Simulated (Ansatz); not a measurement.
`CC[Si]O[SiH3]` + H₂ → `[SiH]O[SiH3]` + `CC` at 400 K and 1 bar (hydrogenolysis of the Si–C bond).

Isolated molecules relaxed with PBE0-D4/def2-TZVP in Ansatz; ΔE leaves out vibrations. CBS: MP2 limit from def2 TZ/QZ plus the TZ coupled-cluster correction, frozen cores. This one scheme is used for every species. Each species was taken in one conformer, which may not be the lowest.

```json
{"species": "`CC[Si]O[SiH3]`", "CCSD(T)/CBS energy (Eh)": "-734.29002", "H − E (kJ/mol)": "286.8", "S (J/(mol·K))": "423.0"}
{"species": "H₂", "CCSD(T)/CBS energy (Eh)": "-1.17544", "H − E (kJ/mol)": "38.0", "S (J/(mol·K))": "139.0"}
{"species": "`[SiH]O[SiH3]`", "CCSD(T)/CBS energy (Eh)": "-655.75389", "H − E (kJ/mol)": "120.5", "S (J/(mol·K))": "331.1"}
{"species": "`CC`", "CCSD(T)/CBS energy (Eh)": "-79.71954", "H − E (kJ/mol)": "213.5", "S (J/(mol·K))": "244.3"}
```

H − E and S are ideal-gas, rigid-rotor, harmonic terms from PBE0-D4/def2-TZVP, for one conformer and one mirror image of each species. The MP2-based limit puts H₂ 0.8 mEh under its directly extrapolated value; such offsets cancel only in part. 1 Eh = 2625.50 kJ/mol, R = 8.31446 J/(mol·K).

Task: By hand: ΔE, ΔH, ΔS and ΔG.

Result: ΔE = (-655.75389) + (-79.71954) − (-734.29002) − (-1.17544) = -0.00797 Eh = -20.9 kJ/mol. Δ(H − E) = 120.5 + 213.5 − 286.8 − 38.0 = 9.2, so ΔH = -11.7 kJ/mol. ΔS = 331.1 + 244.3 − 423.0 − 139.0 = 13.4 J/(mol·K). ΔG = -11.7 − 400 × (13.4)/1000 = -17.1 kJ/mol.

Task: By hand: the equilibrium constant, and the temperature at which ΔG would vanish if ΔH and ΔS stayed fixed.

Result: log₁₀ K = −ΔG/(RT ln 10) = 2.2. ΔH and −TΔS have one sign here, so there is no such temperature.

TΔS isn't small against ΔH here. A doubt of 5 kJ/mol in ΔE shifts log₁₀ K by 0.7 here. Other conformers and mirror images would add mixing entropy, several J/(mol·K) or more a flexible species. Modes under 60 cm⁻¹, often nearly free rotors, make the harmonic entropy too high. These are equilibria of isolated gas molecules and say nothing of rates. Largest T1 diagnostic: 0.014 (customary marks: 0.02 for closed shells, 0.045 for open ones).
